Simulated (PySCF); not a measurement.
## Assigning NMR signals

Bonds: C1-N2, N2-C3, N2-C4, C4-C5, C5-C6, C6-N7, C5-Si8, Si8-Cl9. C1 carries H10, H11, H12; C3 carries H13, H14, H15; C4 carries H16; C6 carries H17; N7 carries H18; Si8 carries H19, H20.

[PySCF 2.14: shielding tensors at PBE0/pcSseg-1 (GIAO); coordinates at the GFN2-xTB level; non-relativistic; one conformer; rapidly exchanging positions averaged; no solvent model]

δ = σ(ref) − σ, references computed at the same level: 13C (σref 186.93) and 1H (σref 31.72) against TMS.

Problem. Assign these signals to the numbered atoms. 13C{1H} NMR (computed): δ 169.6 (CH), 158.6 (CH), 98.9 (C), 44.0 (CH3).

Solution. 
169.6 → C6, carbon bonded to C, N, H
158.6 → C4, carbon bonded to C, N, H
98.9 → C5, carbon bonded to 2 C, Si
44.0 → C1/C3, carbon bonded to N, 3 H

Problem. Assign these signals to the numbered atoms. 1H NMR (400 MHz, computed): δ 10.04 (br s, 1H), 7.79 (s, 1H), 6.90 (s, 1H), 5.42 (s, 2H), 3.19 (s, 6H).

Solution. 
10.04 → H18, hydrogen on a nitrogen bonded to C
7.79 → H17, hydrogen on a carbon bonded to C, N
6.90 → H16, hydrogen on a carbon bonded to C, N
5.42 → H19/H20, hydrogen on a silicon bonded to C, Cl
3.19 → H10/H11/H12/H13/H14/H15, hydrogen on a carbon bonded to N

OH/NH shifts are gas-phase values; hydrogen bonding in solution moves them, usually downfield. Shifts are as computed. Against solution values, carbons near 30 ppm lie about +3 ppm off and those near 130 ppm about +5 ppm. Of 1211 compounds with measured shifts, 218 miss one by over three times the rms of a fit or turn the order of signals round; such compounds aren't used in these exercises. No couplings were computed; multiplicities are counted from neighbouring protons, with m where these are inequivalent, close in shift, in a saturated or five-membered ring or joined by F or P, and br s for small geminal =CH2 splittings.
